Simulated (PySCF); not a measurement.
PySCF input (BP86/6-31G* with LANL2DZ past Ar (5d)):

```python
from pyscf import gto, dft

mol = gto.M(
    atom='''
    Si   -0.00000000   -0.00000000   -1.95292700
    I     0.00000000    0.00000000    0.51586700
    ''',
    basis={'default': '6-31g*', 'I': 'lanl2dz'},
    ecp={'I': 'lanl2dz'},
    charge=0,
    spin=1,
    symmetry='C2v',
    verbose=4,
)

mf = dft.UKS(mol, xc='bp86')
mf.grids.level = 3
mf.conv_tol = 1e-9
mf.max_cycle = 100
mf.max_memory = 1500
mf.kernel()
if not mf.converged:
    mf = mf.newton()
    mf.kernel(mf.make_rdm1())
mf.dip_moment()
```

From the output:

```

WARN: alpha-B2 LUMO -0.0472034233327709 < system HOMO -0.0472034233327703

WARN: beta-B1 LUMO -0.0472034233327703 < system HOMO -0.0472034233327703

WARN: beta-B2 LUMO -0.0472034233327709 < system HOMO -0.0472034233327703

cycle= 1 E= -299.466103954633  delta_E= -1.86  |g|= 1.02  |ddm|= 2.71
alpha HOMO (A1) = -0.00635158310872619  LUMO (B1) = 0.0125994973926388
beta  HOMO (A1) = -0.097045457001542  LUMO (A1) = -0.00105190616452866
  HOMO = -0.00635158310873  LUMO = -0.00105190616453  gap/eV = 0.14421
cycle= 2 E= -298.597855552864  delta_E= 0.868  |g|= 1.02  |ddm|= 9.38
alpha HOMO (B2) = -0.185002114424178  LUMO (B1) = -0.18340470698451
beta  HOMO (A1) = -0.293451760257483  LUMO (B2) = -0.172983845539006
  HOMO = -0.185002114424  LUMO = -0.183404706985  gap/eV = 0.04347
cycle= 3 E= -300.872179110198  delta_E= -2.27  |g|= 0.0872  |ddm|= 9.08
alpha HOMO (B2) = -0.139957221697707  LUMO (B1) = -0.13691846876331
beta  HOMO (B2) = -0.250653102782609  LUMO (B1) = -0.125592991066505
  HOMO = -0.139957221698  LUMO = -0.136918468763  gap/eV = 0.08269
cycle= 4 E= -300.877746967997  delta_E= -0.00557  |g|= 0.0533  |ddm|= 0.339
alpha HOMO (B2) = -0.161522544576624  LUMO (B1) = -0.156885968757805
beta  HOMO (B2) = -0.266671889056601  LUMO (B1) = -0.145626232205845
  HOMO = -0.161522544577  LUMO = -0.156885968758  gap/eV = 0.12617
cycle= 5 E= -300.880871395696  delta_E= -0.00312  |g|= 0.00665  |ddm|= 0.133
alpha HOMO (B2) = -0.161600261187291  LUMO (B1) = -0.156351522539691
beta  HOMO (B2) = -0.265044689340925  LUMO (B1) = -0.144935234623192
  HOMO = -0.161600261187  LUMO = -0.15635152254  gap/eV = 0.14283
cycle= 6 E= -300.880917836362  delta_E= -4.64e-05  |g|= 0.00271  |ddm|= 0.0212
alpha HOMO (B2) = -0.161494089938183  LUMO (B1) = -0.156181318809756
beta  HOMO (B2) = -0.265058143547044  LUMO (B1) = -0.144631748407993
  HOMO = -0.161494089938  LUMO = -0.15618131881  gap/eV = 0.14457
cycle= 7 E= -300.880927438374  delta_E= -9.6e-06  |g|= 0.00045  |ddm|= 0.0066
alpha HOMO (B2) = -0.161493443235068  LUMO (B1) = -0.156183604817992
beta  HOMO (B2) = -0.265116602647286  LUMO (B1) = -0.144547095179693
  HOMO = -0.161493443235  LUMO = -0.156183604818  gap/eV = 0.14449
cycle= 8 E= -300.880927774064  delta_E= -3.36e-07  |g|= 7.72e-05  |ddm|= 0.00114
alpha HOMO (B2) = -0.161479645319955  LUMO (B1) = -0.156168060384226
beta  HOMO (B2) = -0.265096192751299  LUMO (B1) = -0.144508285387556
  HOMO = -0.16147964532  LUMO = -0.156168060384  gap/eV = 0.14454
cycle= 9 E= -300.880927783402  delta_E= -9.34e-09  |g|= 1.13e-05  |ddm|= 0.000236
alpha HOMO (B2) = -0.161481903602981  LUMO (B1) = -0.156173219600084
beta  HOMO (B2) = -0.26509649699087  LUMO (B1) = -0.144506550076978
  HOMO = -0.161481903603  LUMO = -0.1561732196  gap/eV = 0.14446
cycle= 10 E= -300.88092778373  delta_E= -3.28e-10  |g|= 2.15e-06  |ddm|= 5.26e-05
alpha HOMO (B2) = -0.161481416577556  LUMO (B1) = -0.156173270560748
beta  HOMO (B2) = -0.265097609815403  LUMO (B1) = -0.144505809518174
  HOMO = -0.161481416578  LUMO = -0.156173270561  gap/eV = 0.14444
Extra cycle  E= -300.880927783721  delta_E= 9.32e-12  |g|= 3.77e-06  |ddm|= 9.89e-06
converged SCF energy = -300.880927783721  <S^2> = 0.75315196  2S+1 = 2.0031495
Dipole moment(X, Y, Z, Debye):  0.00000,  0.00000, -0.83380
```

The geometry given is a B3LYP-D3(BJ)/def2-TZVP minimum.
